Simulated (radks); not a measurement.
Values are calculated unless marked as measured or tabulated.
All-electron atom: the copper ion Cu15+ in [Ne] 3s2 3p2. Code: a radial shooting solver on a logarithmic mesh with Libxc functionals. Model: scalar-relativistic Kohn-Sham, LB94 model potential, spin-polarised, spherical densities, finite nucleus; open shells are filled with parallel spins first; Fermi nuclear charge, rms radius 3.8823 fm. Some entries of the table are withheld. Estimate them.

orbital  occ.  eigenvalue (Ry)  r(max) (bohr)
1s down     1        -695.8811        0.03411
1s up       1        -695.8619        0.03411
2s up       1        -118.3454         0.1959
2s down     1        -118.3253         0.1961
2p up       3        -107.9224         0.1572
2p down     3        -107.8328         0.1574
3s up       1        -41.04864            (1)
3s down     1        -40.73383            (2)
3p up       2              (3)         0.5486
3p down     0              (4)         0.5448

Answer. 
(1) 3s up r(max) (bohr): 0.5615
(2) 3s down r(max) (bohr): 0.5588
(3) 3p up eigenvalue (Ry): -37.84565
(4) 3p down eigenvalue (Ry): -37.56742
